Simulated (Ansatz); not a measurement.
One change: `OCO` becomes `O[CH2][GaH2]`.

Ansatz, PBE0-D4/def2-TZVP geometries, multiplicity 1. Each molecule was computed in one conformer, which needn't be the lowest.

Scalar relativity is left out up to krypton.

```csv
property,`OCO`
LUMO energy (PBE/def2-TZVPP) / eV,0.20
HOMO–LUMO gap (B3LYP/def2-TZVPP) / eV,8.72
LUMO energy (PBE0/def2-TZVPP) / eV,1.09
LUMO energy (B3LYP/def2-TZVPP) / eV,0.67
size of the dipole moment (B3LYP/def2-TZVPP) / D,0.20
size of the dipole moment (PBE/def2-TZVPP) / D,0.26
```

(1) Give the same properties after the change, and the shifts. (An estimate is asked.)

Results:

(1) Ansatz gave: 
| property | `O[CH2][GaH2]` | shift |
| --- | --- | --- |
| LUMO energy (PBE/def2-TZVPP) / eV | -2.31 | -2.51 |
| HOMO–LUMO gap (B3LYP/def2-TZVPP) / eV | 5.64 | -3.08 |
| LUMO energy (PBE0/def2-TZVPP) / eV | -1.46 | -2.55 |
| LUMO energy (B3LYP/def2-TZVPP) / eV | -1.77 | -2.44 |
| size of the dipole moment (B3LYP/def2-TZVPP) / D | 1.96 | 1.76 |
| size of the dipole moment (PBE/def2-TZVPP) / D | 1.93 | 1.67 |

With PBE0 the HOMO rises by 0.69 eV and the LUMO falls by 2.55 eV, so the gap narrows by about 3.24 eV. PBE moves the HOMO by 0.22 eV and ωB97M-V by 0.94 eV. Dipoles are sizes alone; their direction can turn.

B3LYP here is the variant with VWN-RPA as its local correlation; programs differ in this.
